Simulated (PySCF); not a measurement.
H4Sn, charge -1, doublet, at the geometry of the source list (a state made from the parent by changing its charge; the spin is typed, not shown lowest) (all electrons, no relativity) (in this run its highest filled SCF level lies above zero, so its values depend strongly on the basis, on diffuse functions most of all); PySCF with TPSS/3-21G.

Input for PySCF:
```python
from pyscf import gto, scf, dft

mol = gto.Mole()
mol.atom = '''
    Sn   -0.000400   -0.002400    0.000500
    H    -1.076000    1.126800   -0.501600
    H     0.245700   -1.089600   -1.199400
    H    -0.588400   -0.761200    1.327900
    H     1.419100    0.726500    0.372600
'''
mol.basis = '3-21g'
mol.charge = -1
mol.spin = 1
mol.verbose = 4
mol.build()

mf = dft.UKS(mol)
mf.xc = 'tpss'
mf.kernel()
```

The log (banner, timings and long lists left out):

```
PySCF version 2.14.0

[INPUT] verbose = 4
[INPUT] num. atoms = 5
[INPUT] num. electrons = 55
[INPUT] charge = -1
[INPUT] spin (= nelec alpha-beta = 2S) = 1
[INPUT] symmetry False subgroup None
[INPUT] Mole.unit = angstrom
[INPUT] Symbol           X                Y                Z      unit          X                Y                Z       unit  Magmom
[INPUT]  1 Sn    -0.000400000000  -0.002400000000   0.000500000000 AA   -0.000755890450  -0.004535342699   0.000944863062 Bohr   0.0
[INPUT]  2 H     -1.076000000000   1.126800000000  -0.501600000000 AA   -2.033345310032   2.129343397160  -0.947886624082 Bohr   0.0
[INPUT]  3 H      0.245700000000  -1.089600000000  -1.199400000000 AA    0.464305708806  -2.059045585326  -2.266537513803 Bohr   0.0
[INPUT]  4 H     -0.588400000000  -0.761200000000   1.327900000000 AA   -1.111914851694  -1.438459526019   2.509367320810 Bohr   0.0
[INPUT]  5 H      1.419100000000   0.726500000000   0.372600000000 AA    2.681710343370   1.372886029497   0.704111954013 Bohr   0.0

nuclear repulsion = 65.7919204648009
number of shells = 21
number of NR pGTOs = 93
number of NR cGTOs = 39
basis = 3-21g
ecp = {}

******** <class 'pyscf.dft.uks.UKS'> ********
method = UKS
initial guess = minao
damping factor = 0
level_shift factor = 0
DIIS = <class 'pyscf.scf.diis.CDIIS'>
diis_start_cycle = 1
diis_space = 8
diis_damp = 0
SCF conv_tol = 1e-09
SCF conv_tol_grad = None
SCF max_cycles = 50
direct_scf = True
direct_scf_tol = 1e-13
number electrons alpha = 28  beta = 27
XC library pyscf.dft.libxc version 7.1.2
    S. Lehtola, C. Steigemann, M. J. T. Oliveira, and M. A. L. Marques,  SoftwareX 7, 1–5 (2018)
XC functionals = tpss
    J. Tao, J. P. Perdew, V. N. Staroverov, and G. E. Scuseria,  Phys. Rev. Lett. 91, 146401 (2003)
    J. P. Perdew, J. Tao, V. N. Staroverov, and G. E. Scuseria,  J. Chem. Phys. 120, 6898 (2004)
    J. Tao, J. P. Perdew, V. N. Staroverov, and G. E. Scuseria,  Phys. Rev. Lett. 91, 146401 (2003)
    J. P. Perdew, J. Tao, V. N. Staroverov, and G. E. Scuseria,  J. Chem. Phys. 120, 6898 (2004)
radial grids:
    Treutler-Ahlrichs [JCP 102, 346 (1995); DOI:10.1063/1.469408] (M4) radial grids

becke partition: Becke, JCP 88, 2547 (1988); DOI:10.1063/1.454033
pruning grids: <function nwchem_prune>
grids dens level: 3
symmetrized grids: False
atomic radii adjust function: <function treutler_atomic_radii_adjust>
small_rho_cutoff = 0
Set gradient conv threshold to 3.16228e-05
tot grids = 61192
init E= -5987.92802654437

cycle= 1 E= -6000.68499905067  delta_E= -12.8  |g|= 0.163  |ddm|= 3.23
cycle= 2 E= -6000.70968956712  delta_E= -0.0247  |g|= 0.0823  |ddm|= 1.31
cycle= 3 E= -6000.71651521826  delta_E= -0.00683  |g|= 0.0123  |ddm|= 0.279
cycle= 4 E= -6000.7166619613  delta_E= -0.000147  |g|= 0.00247  |ddm|= 0.0634
cycle= 5 E= -6000.71666787661  delta_E= -5.92e-06  |g|= 0.00143  |ddm|= 0.039
cycle= 6 E= -6000.7166709278  delta_E= -3.05e-06  |g|= 0.00025  |ddm|= 0.0199
cycle= 7 E= -6000.71667148496  delta_E= -5.57e-07  |g|= 0.000181  |ddm|= 0.019
cycle= 8 E= -6000.71667207139  delta_E= -5.86e-07  |g|= 0.000126  |ddm|= 0.0256
cycle= 9 E= -6000.71667273798  delta_E= -6.67e-07  |g|= 9.3e-05  |ddm|= 0.046
cycle= 10 E= -6000.71667293953  delta_E= -2.02e-07  |g|= 1.35e-05  |ddm|= 0.0389
cycle= 11 E= -6000.71667294104  delta_E= -1.51e-09  |g|= 7.82e-06  |ddm|= 0.00156
cycle= 12 E= -6000.71667294181  delta_E= -7.71e-10  |g|= 5.78e-06  |ddm|= 0.0016
Extra cycle  E= -6000.71667294219  delta_E= -3.77e-10  |g|= 4.75e-06  |ddm|= 0.000456
converged SCF energy = -6000.71667294219  <S^2> = 0.75035151  2S+1 = 2.0003515
```
